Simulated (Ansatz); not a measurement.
Geometry optimisation, Ansatz 0.2.0, RKS B3LYP-D4/def2-SVP.

Input:

```yaml
crystal:
  periodic: [false, false, false]
  atoms:
    - { symbol: Hf, position_ang: [-0.533538, 0.055486, -0.777389] }
    - { symbol: F, position_ang: [0.362658, -1.504682, 1.841846] }
    - { symbol: "N", position_ang: [1.280809, 0.513469, -0.08305] }
    - { symbol: H, position_ang: [1.716424, -0.046534, 0.650699] }
    - { symbol: H, position_ang: [1.909198, 1.264959, -0.373778] }
    - { symbol: Cl, position_ang: [-0.917134, 1.502869, -2.59533] }
    - { symbol: Cl, position_ang: [-0.841217, -2.214209, -1.37539] }
    - { symbol: S, position_ang: [-2.064148, 0.650676, 1.151651] }
    - { symbol: H, position_ang: [-3.120332, -0.040548, 0.640366] }
    - { symbol: H, position_ang: [-0.386219, -1.054286, 2.163475] }
basis:
  gaussian: { orbitals: def2-SVP }
hamiltonian:
  xc: b3lyp
  dispersion: d4
relax:
  f_tol: 0.03
  max_steps: 50
```

Launched with:

```bash
$ ansatz run input.yaml --threads 4 --pin off --max-ram 5120MiB --backend cpu --events-out ev --progress --plain --runs-dir out
```

Problem. Where does it end, and by what steps?

Solution. It converged. After 10 steps the energy has fallen by 0.229 eV; F2 moved furthest, 0.54 Å. Joined: Hf1–F2 (3.18 → 2.39 Å).

```csv
step,energy less start (eV),largest force component (eV/Å),accepted
0,0.0000,0.487,yes
1,-0.0473,0.621,yes
2,-0.0903,0.460,yes
3,-0.1598,0.669,yes
4,-0.1656,1.036,yes
5,-0.1895,0.501,yes
6,-0.2180,0.310,yes
7,-0.2138,0.450,no
8,-0.2251,0.111,yes
9,-0.2204,0.226,no
10,-0.2287,0.014,yes
```

```xyz
10
Properties=species:S:1:pos:R:3
Hf -0.427 -0.111 -0.518
F -0.015 -1.320 1.507
N 1.427 0.514 -0.060
H 2.044 0.071 0.621
H 1.935 1.248 -0.553
Cl -0.909 1.373 -2.281
Cl -0.711 -2.277 -1.456
S -2.076 0.621 1.290
H -3.082 -0.146 0.798
H -0.780 -0.843 1.894
```

Whether the end is a true minimum wasn't checked by a vibrational analysis.

Run time: 46 s on 4 threads of Arm Neoverse V2, with other jobs on the host, peak memory 0.38 GiB.
